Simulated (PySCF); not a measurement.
PbFCl, SMILES [F][Pb][Cl] (connectivity only; charge and spin as stated), neutral, multiplicity 1.

Geometry: r2SCAN-D4/def2-TZVP. The def2 effective core potentials stand for the cores of Pb; spin–orbit coupling is left out.

All values below come from TDA-B3LYP/def2-SVPD (PySCF).

Vertical excitations. Gas-phase values at a fixed geometry. State labels are in the subgroup Cs.

```
state  symmetry  energy (eV)  λ (nm)      f                                                main pairs
-----  --------  -----------  ------  -----  --------------------------------------------------------
S1           A"         4.01     309  0.005                                            HOMO→LUMO 90 %
S2           A"         4.36     285  0.023                                          HOMO−1→LUMO 89 %
S3           A'         4.64     267  0.022                                          HOMO−2→LUMO 91 %
S4           A"         5.64     220  0.013                                          HOMO−3→LUMO 95 %
S5           A"         5.91     210  0.007                                          HOMO−5→LUMO 96 %
S6           A'         5.97     208  0.001                        HOMO−4→LUMO 77 %, HOMO→LUMO+2 14 %
S7           A'         6.15     202  0.012                      HOMO→LUMO+1 70 %, HOMO−1→LUMO+1 22 %
S8           A"         6.35     195  0.010                                        HOMO−2→LUMO+1 97 %
S9           A'         6.36     195  0.029  HOMO→LUMO+2 60 %, HOMO−1→LUMO+1 19 %, HOMO−1→LUMO+2 11 %
S10          A"         6.47     192  0.000                                        HOMO−2→LUMO+2 98 %
T1           A"         3.62     343      0                          HOMO→LUMO 75 %, HOMO−1→LUMO 23 %
T2           A'         4.01     309      0                                          HOMO−2→LUMO 99 %
T3           A"         4.01     309      0                          HOMO−1→LUMO 76 %, HOMO→LUMO 24 %
T4           A'         5.35     232      0                                          HOMO−4→LUMO 99 %
```
Triplets are in the Tamm–Dancoff approximation.
